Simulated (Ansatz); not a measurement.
Relaxation of Cl₂H₆W (9 atoms, charge 0, multiplicity 1), to a largest force component of 0.03 eV/Å in at most 50 steps.

All numbers below come from Ansatz 0.2.0, RKS PBE/def2-SVP.

```xyz
9
Properties=species:S:1:pos:R:3:forces:R:3
W 0.274 0.163 -0.475 0.21 0.27 0.27
Cl 0.237 0.265 3.108 0.46 0.60 -0.75
Cl 2.420 -0.709 -0.252 -0.01 0.00 0.04
H -0.661 1.499 0.040 -0.01 -0.03 0.03
H -1.293 -0.127 0.129 -0.05 0.01 -0.02
H -0.056 -1.319 0.226 0.00 -0.02 -0.02
H 0.265 0.286 -2.193 -0.03 -0.01 0.03
H 1.068 1.368 0.442 -0.13 -0.23 -0.21
H 0.857 1.117 2.274 -0.44 -0.59 0.61
```

Task: Where does it end, and by what steps?

Result: The forces met the threshold. The force dipped under the threshold on the way, but the program's further checks kept it going. After 11 steps the energy has fallen by 0.138 eV; H9 moved furthest, 0.58 Å. Joined: W1–Cl2 (3.59 → 3.00 Å).

```csv
step,energy less start (eV),largest force component (eV/Å),accepted
0,0.0000,0.748,yes
1,-0.0450,0.485,yes
2,-0.0459,0.975,yes
3,-0.0557,0.475,yes
4,-0.0948,0.416,yes
5,-0.1057,0.409,yes
6,-0.1058,0.848,yes
7,-0.1230,0.234,yes
8,-0.1354,0.061,yes
9,-0.1375,0.026,yes
10,-0.1375,0.129,yes
11,-0.1380,0.026,yes
```

```xyz
9
Properties=species:S:1:pos:R:3
W 0.312 0.153 -0.422
Cl 0.291 0.131 2.574
Cl 2.443 -0.798 -0.363
H -0.598 1.504 0.112
H -1.302 -0.104 0.085
H -0.008 -1.298 0.355
H 0.118 0.215 -2.139
H 1.178 1.382 0.322
H 0.676 1.358 2.775
```

Whether the end is a true minimum wasn't checked by a vibrational analysis.

Time of the run: 12 s on 2 threads of AMD EPYC 9R45 (Zen 5), on a shared host, peak memory 0.16 GiB.
